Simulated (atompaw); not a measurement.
## Scattering properties, PAW (atompaw) potential for potassium

potassium, PAW, made with atompaw 4.2.0.5 (PBEsol, scalar-relativistic). Core [Ar], reference 4s1 4p0. Waves: 4s (bound): rc 3.00 bohr; 4s channel at 1.05 Ry: rc 3.00 bohr; 4p (bound, empty): rc 3.00 bohr; 4p channel at 0.35 Ry: rc 3.00 bohr; 3d channel at 0.2 Ry: rc 3.00 bohr. Local part: troulliermartins scheme with l = 3 at -0.5 Ry, radius 2.05 bohr. Core correction: smooth core density matched at 2.10 bohr. Augmentation charge: sinc compensation charge, radius 2.50 bohr; PAW radius 3.00 bohr; waves and projectors: custom polynom2 7 10 vanderbiltortho.

The phase is arctan(r·u′/u) with u = r·R(r), unwrapped; energies in Ry, scanned from -2 to 5 Ry. A pole is an energy at which the radial function vanishes at the test radius. The pseudo phase is shifted by a multiple of π to meet the all-electron one at the reference energy, and phase errors are pseudo minus all-electron; the curves can meet again beyond the range given. Levels narrower than the energy grid can be missing from the lists of poles.

| channel | radius (bohr) | reference energy (Ry) | poles, all-electron | poles, pseudo | unbroken range about the reference energy with phases within 0.05 rad | phase error 1 Ry above the reference energy (rad) |
| --- | --- | --- | --- | --- | --- | --- |
| s | 3.01 | -0.17 | 2.29 | -1.99, 2.24 | -1.9 to 3.0 | -0.000 |
| p | 3.01 | -0.06 | -1.28, 3.04 | -1.15, 3.22 | above -1.0 | +0.006 |
| d | 3.01 | 0.20 | 0.63, 4.12 | 0.58, 1.40 | 0.1 to 0.6 | -2.828 |

Note: ghost states, extra bound levels that the all-electron valence spectrum of the same l lacks: s at -27.3 eV, p at -16.7 eV. A true bound ghost makes a file unfit for plane-wave use.

Phases in the d channel:

| E (Ry) | all-electron | pseudo |
| --- | --- | --- |
| -2.00 | 1.343 | 1.392 |
| -1.52 | 1.311 | 1.369 |
| -1.04 | 1.259 | 1.329 |
| -0.56 | 1.152 | 1.240 |
| -0.08 | 0.710 | 0.819 |
| 0.40 | -1.332 | -1.304 |
| 0.88 | -1.709 | -4.564 |
| 1.36 | -1.938 | -4.707 |
| 1.84 | -2.518 | -4.754 |
| 2.32 | -3.986 | -4.782 |
| 2.80 | -4.444 | -4.802 |
| 3.28 | -4.591 | -4.820 |
| 3.76 | -4.670 | -4.835 |
| 4.24 | -4.725 | -4.851 |
| 4.72 | -4.774 | -4.869 |
